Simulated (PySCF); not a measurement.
## KH: a composite coupled-cluster calculation

State: ¹Σ⁺, singlet, closed shell. De refers to K + H. RHF-based CCSD(T) in PySCF 2.14 with K cc-pwCVTZ-X2C, H cc-pVTZ-DK and K cc-pwCVQZ-X2C, H cc-pVQZ-DK (frozen core orbitals: 5; spin-free X2C with a Gaussian nucleus). Correlation energies are extrapolated as n⁻³ (n = 3, 4), Hartree–Fock as (n+1)·exp(−9√n).

```csv
Level,Re (Å),ωe (cm⁻¹),ωexe (cm⁻¹),αe (cm⁻¹),De (eV)
CCSD(T)/TZ,2.2430,988.4,15.5,0.0855,1.753
CCSD(T)/QZ,2.2416,985.1,15.1,0.0857,1.803
HF/CBS,2.3065,969.4,12.9,0.0725,0.865
MP2/CBS,2.2195,1019.6,13.9,0.0803,1.633
CCSD/CBS,2.2482,979.6,14.6,0.0851,1.824
CCSD(T)/CBS,2.2411,982.8,14.8,0.0861,1.836
```

Q: How much is left between CCSD(T)/QZ and the basis-set limit, and how much do the triples give at the limit?

A: CCSD(T)/CBS less CCSD(T)/QZ: -0.5 mÅ in Re, -2.3 cm⁻¹ in ωe and +0.033 eV in De. CCSD(T)/CBS less CCSD/CBS: -7.1 mÅ in Re, +3.2 cm⁻¹ in ωe and +0.012 eV in De.

Measured (Huber and Herzberg, Constants of Diatomic Molecules (1979)): Re = 2.2425 Å, ωe = 983.6 cm⁻¹, ωexe = 14.32 cm⁻¹. The last row is off by -1.4 mÅ and -0.8 cm⁻¹.

The T1 diagnostic is 0.017. The open-shell atoms are computed with UHF. Spin–orbit coupling, excitations beyond (T) and corrections to the Born–Oppenheimer picture are left out.

The whole job (state search and all basis sets along the bond) took about 3.8 min on 4 threads of Arm Neoverse V2 (shared host), peak memory 8.1 GiB.
